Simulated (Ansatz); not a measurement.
Consider the formal exchange of groups at the Si–Ge bond: `[OH][GeH2][SiH](O)Cl` + GeH₄ → `O[SiH](Cl)[GeH3]` + `[OH][GeH3]`.

Computed with Ansatz on PBE0-D4/def2-TZVP structures; ΔE is electronic, products minus reactants. CCSD(T)/CBS is the MP2 limit (def2-TZVPP, def2-QZVPP) plus CCSD(T) − MP2 in def2-TZVPP, frozen cores. For Ge outer-core shells are correlated without core-valence functions, which leaves a few kJ/mol of doubt a bond. Scalar relativity is left out up to krypton. One conformer a species, not always the lowest.

```tsv
level	ΔE (eV)
HF/def2-TZVPP	-0.03
SCS-MP2/def2-TZVPP	0.01
HF/def2-QZVPP	-0.04
HF/CBS(def2)	-0.04
```

**Question.** What does CCSD(T)/CBS give? (An estimate is asked.)

**Answer.** The calculation gave: +0.03 eV. The listed levels differ from it by -0.06, -0.02, -0.07, -0.07 eV.

Largest T1 diagnostic among the species: 0.012.

In def2-TZVPP, CCSD(T) changes the Hartree–Fock value by +0.06 eV (the triples alone add +0.01 eV) and MP2 by +0.06 eV. The D4 term adds +0.03 eV with B3LYP and +0.02 eV with PBE0; it sums over pairs of atoms, weighted by their polarisabilities, and B3LYP, whose exchange is more repulsive, gets the larger term.

B3LYP here is the variant with VWN-RPA as its local correlation; programs differ in this.
